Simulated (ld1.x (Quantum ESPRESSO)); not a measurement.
## Configuration tests for mercury (PAW)

Hg (Z = 80), PAW, made with ld1.x (Quantum ESPRESSO) 7.5 (LDA (PZ), non-relativistic). Core [Xe] 4f14, reference 5d10 6s2 6p0. Waves: 6s (bound): rcut 2.10, rcutus 2.35 bohr; 6s channel at 3.45 Ry: rcut 2.10, rcutus 2.35 bohr; 6p (bound, empty): rcut 2.00, rcutus 2.45 bohr; 6p channel at 1.1 Ry: rcut 2.00, rcutus 2.45 bohr; 5d (bound): rcut 2.25, rcutus 2.35 bohr; 5d channel at -0.2 Ry: rcut 2.25, rcutus 2.35 bohr. Local part: all-electron potential smoothed inside 2.40 bohr (lloc = -1). Core correction: Bessel-smoothed model core inside 1.20 bohr. Augmentation charge: PSQ, radius 1.95 bohr.

Energies are relative to the spin-unpolarised reference configuration 5d10 6s2 6p0; without spin polarisation the order of configurations can differ from experiment. Spin-polarised rows fill each open shell by Hund’s rule, majority spin first. The frozen-core shift is the all-electron ΔE with the core orbitals held at their reference shape minus the fully relaxed ΔE.

```
       valence configuration  charge  ΔE all-electron (eV)  error AE − PS (meV)  frozen-core shift (meV)
                5d10 6s1 6p0      +1                 9.020                 -0.5                     +0.5
                5d10 6s0 6p0      +2                25.403                 -3.8                     +3.5
                 5d9 6s0 6p0      +3                62.135                 -117                     +107
              5d10 6s1.5 6p0    +0.5                 3.633                 -0.1                     +0.2
                5d10 6s0 6p1      +1                14.179                 -1.1                     +1.4
                5d10 6s0 6p2       0                 8.692                 -0.6                     +0.7
5d9 6s0 6p0 (spin-polarised)      +3                61.985                 -118                     +107
```

Q: What are ΔE and the potential's error for 5d9 6s2 6p1?

A: ΔE = 12.535 eV all-electron; the error (AE − PS) is -57 meV.

Q: What are ΔE and the potential's error for 5d10 6s1 6p0 (spin-polarised)?

A: ΔE = 8.849 eV all-electron; the error (AE − PS) is -0.9 meV.

Levels in the configuration 5d10 6s0 6p1:

```json
{"level": "5d", "all-electron (eV)": "-21.885", "pseudo (eV)": "-21.887"}
{"level": "6p", "all-electron (eV)": "-8.242", "pseudo (eV)": "-8.243"}
```
